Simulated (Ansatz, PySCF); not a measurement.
Dissociation curve of MgH, doublet.

UCCSD(T) = CCSD(T) on UHF/aug-cc-pVQZ, frozen core run with Ansatz (an electronic-structure program); UKS-PBE = unrestricted PBE/aug-cc-pVQZ in Ansatz; ROCCSD = CCSD on ROHF/aug-cc-pVQZ, frozen core in Ansatz; UKS-M06-2X/6-31G* = unrestricted M06-2X/6-31G*, spherical d in PySCF 2.14.0; ROCCSD(T) = CCSD(T) on ROHF/aug-cc-pVQZ, frozen core (Ansatz).

Energies are in kcal/mol, each relative to the lowest point of its own curve near equilibrium.

```json
[
 {"R / Å": "1.30", "UCCSD(T)": "33.1", "UKS-PBE": "32.0", "ROCCSD": "33.0", "UKS-M06-2X/6-31G*": "33.5", "ROCCSD(T)": "33.1"},
 {"R / Å": "1.40", "UCCSD(T)": "17.1", "UKS-PBE": "16.7", "ROCCSD": "17.0", "UKS-M06-2X/6-31G*": "17.6", "ROCCSD(T)": "17.1"},
 {"R / Å": "1.47", "UCCSD(T)": "9.8", "UKS-PBE": "9.7", "ROCCSD": "9.7", "UKS-M06-2X/6-31G*": "10.2", "ROCCSD(T)": "9.8"},
 {"R / Å": "1.59", "UCCSD(T)": "2.6", "UKS-PBE": "2.7", "ROCCSD": "2.6", "UKS-M06-2X/6-31G*": "2.8", "ROCCSD(T)": "2.6"},
 {"R / Å": "1.65", "UCCSD(T)": "0.9", "UKS-PBE": "1.0", "ROCCSD": "0.9", "UKS-M06-2X/6-31G*": "1.0", "ROCCSD(T)": "0.9"},
 {"R / Å": "1.70", "UCCSD(T)": "0.2", "UKS-PBE": "0.2", "ROCCSD": "0.2", "UKS-M06-2X/6-31G*": "0.2", "ROCCSD(T)": "0.2"},
 {"R / Å": "1.74", "UCCSD(T)": "0.0", "UKS-PBE": "0.0", "ROCCSD": "0.0", "UKS-M06-2X/6-31G*": "0.0", "ROCCSD(T)": "0.0"},
 {"R / Å": "1.79", "UCCSD(T)": "0.2", "UKS-PBE": "0.1", "ROCCSD": "0.2", "UKS-M06-2X/6-31G*": "0.1", "ROCCSD(T)": "0.2"},
 {"R / Å": "1.84", "UCCSD(T)": "0.8", "UKS-PBE": "0.5", "ROCCSD": "0.8", "UKS-M06-2X/6-31G*": "0.6", "ROCCSD(T)": "0.8"},
 {"R / Å": "1.90", "UCCSD(T)": "1.8", "UKS-PBE": "1.5", "ROCCSD": "1.9", "UKS-M06-2X/6-31G*": "1.6", "ROCCSD(T)": "1.8"},
 {"R / Å": "2.00", "UCCSD(T)": "4.3", "UKS-PBE": "3.6", "ROCCSD": "4.5", "UKS-M06-2X/6-31G*": "4.1", "ROCCSD(T)": "4.4"},
 {"R / Å": "2.17", "UCCSD(T)": "9.7", "UKS-PBE": "8.4", "ROCCSD": "10.0", "UKS-M06-2X/6-31G*": "9.5", "ROCCSD(T)": "9.8"},
 {"R / Å": "2.40", "UCCSD(T)": "17.4", "UKS-PBE": "15.2", "ROCCSD": "17.9", "UKS-M06-2X/6-31G*": "17.2", "ROCCSD(T)": "17.5"},
 {"R / Å": "2.65", "UCCSD(T)": "24.3", "UKS-PBE": "21.6", "ROCCSD": "24.5", "UKS-M06-2X/6-31G*": "24.1", "ROCCSD(T)": "24.4"},
 {"R / Å": "2.90", "UCCSD(T)": "28.7", "UKS-PBE": "26.3", "ROCCSD": "28.7", "UKS-M06-2X/6-31G*": "28.0", "ROCCSD(T)": "28.7"},
 {"R / Å": "3.13", "UCCSD(T)": "30.7", "UKS-PBE": "29.2", "ROCCSD": "30.6", "UKS-M06-2X/6-31G*": "29.5", "ROCCSD(T)": "30.7"},
 {"R / Å": "3.46", "UCCSD(T)": "31.9", "UKS-PBE": "31.3", "ROCCSD": "31.6", "UKS-M06-2X/6-31G*": "30.3", "ROCCSD(T)": "31.9"},
 {"R / Å": "3.83", "UCCSD(T)": "32.4", "UKS-PBE": "32.1", "ROCCSD": "32.0", "UKS-M06-2X/6-31G*": "30.5", "ROCCSD(T)": "32.3"},
 {"R / Å": "4.22", "UCCSD(T)": "32.5", "UKS-PBE": "32.3", "ROCCSD": "32.1", "UKS-M06-2X/6-31G*": "—", "ROCCSD(T)": "32.5"},
 {"R / Å": "4.75", "UCCSD(T)": "32.6", "UKS-PBE": "32.4", "ROCCSD": "32.2", "UKS-M06-2X/6-31G*": "—", "ROCCSD(T)": "32.6"},
 {"R / Å": "5.27", "UCCSD(T)": "32.6", "UKS-PBE": "32.4", "ROCCSD": "32.2", "UKS-M06-2X/6-31G*": "—", "ROCCSD(T)": "32.6"},
 {"R / Å": "6.02", "UCCSD(T)": "32.6", "UKS-PBE": "32.4", "ROCCSD": "32.2", "UKS-M06-2X/6-31G*": "—", "ROCCSD(T)": "32.6"},
 {"R / Å": "6.91", "UCCSD(T)": "32.7", "UKS-PBE": "32.4", "ROCCSD": "32.3", "UKS-M06-2X/6-31G*": "—", "ROCCSD(T)": "32.6"}
]
```

At the longest distance, 6.91 Å, UCCSD(T) lies highest above its minimum (32.7 kcal/mol) and ROCCSD lowest (32.3 kcal/mol).

A dash means that the run gave no value there, or that the column was ended at a point which the program doubted or which failed a test of continuity chosen for this set; such a test can also cut sound points.

The unrestricted determinant behind UCCSD(T) is spin-contaminated at 2.40 to 3.13 Å (<S²> up to 0.9, against 0.75 for a pure doublet). The T1 diagnostic of CCSD on the restricted reference of ROCCSD, ROCCSD(T) exceeds 0.045 at 2.00 to 3.13 Å.
